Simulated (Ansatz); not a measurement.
Reaction (substitution at a C–O bond): `OC(O)O[SiH3]` + H₂S → `OC(S)O[SiH3]` + H₂O

Calculated with Ansatz (gas phase, PBE0-D4/def2-TZVP geometries, no zero-point term in ΔE). CCSD(T)/CBS adds triple-zeta CCSD(T) − MP2 to the extrapolated MP2 energy (def2 sets, frozen cores). This one scheme is used for every species. DFT in def2-TZVPP. B3LYP here is the variant with VWN-RPA as its local correlation; programs differ in this. One conformer a species, not always the lowest.

`OC(O)O[SiH3]`:

```xyz
11

O    -1.058   -1.238    0.003
C     0.132   -0.861   -0.576
O     0.037   -1.023   -1.948
O     0.458    0.477   -0.324
Si    0.207    1.184    1.156
H    -1.767   -0.897   -0.557
H     0.904   -1.507   -0.138
H     0.620   -0.375   -2.355
H     0.718    0.310    2.243
H    -1.227    1.481    1.393
H     0.975    2.450    1.103
```

H₂S:

```xyz
3

S     0.500   -0.023    0.364
H     0.263    0.477   -0.857
H    -0.763   -0.454    0.493
```

`OC(S)O[SiH3]`:

```xyz
11

O    -1.109    1.024   -1.634
C    -0.901    0.299   -0.476
S    -1.043   -1.474   -0.852
O     0.327    0.670    0.067
Si    1.143   -0.204    1.220
H    -0.794    1.919   -1.464
H    -1.693    0.480    0.266
H    -0.120   -1.448   -1.829
H     2.095    0.772    1.801
H     0.206   -0.694    2.264
H     1.888   -1.343    0.635
```

H₂O:

Cartesian coordinates in Å:
```
O -0.037 -0.382 0.066
H -0.453 0.337 0.547
H 0.490 0.045 -0.613
```

Is it downhill or uphill in electronic energy at CCSD(T)/CBS, and by how much? (Estimate.)

Computed: Uphill: ΔE = +19.2 kJ/mol.

What do these levels give: PBE0-D4, B3LYP-D4, PBE0, CCSD/def2-TZVPP, CCSD(T)/def2-TZVPP, SCS-MP2/def2-QZVPP? (Best estimate.)

The calculation gave: PBE0-D4 22.9, B3LYP-D4 23.8, PBE0 27.0, CCSD/def2-TZVPP 31.4, CCSD(T)/def2-TZVPP 27.7, SCS-MP2/def2-QZVPP 20.2 kJ/mol.

Largest T1 diagnostic among the species: 0.012.

From PBE to PBE0 (25 % exact exchange), in def2-TZVPP and without D4, ΔE moves by +4.0 kJ/mol. In def2-TZVPP, CCSD(T) changes the Hartree–Fock value by −21.2 kJ/mol (the triples alone add −3.6 kJ/mol) and MP2 by −28.9 kJ/mol.
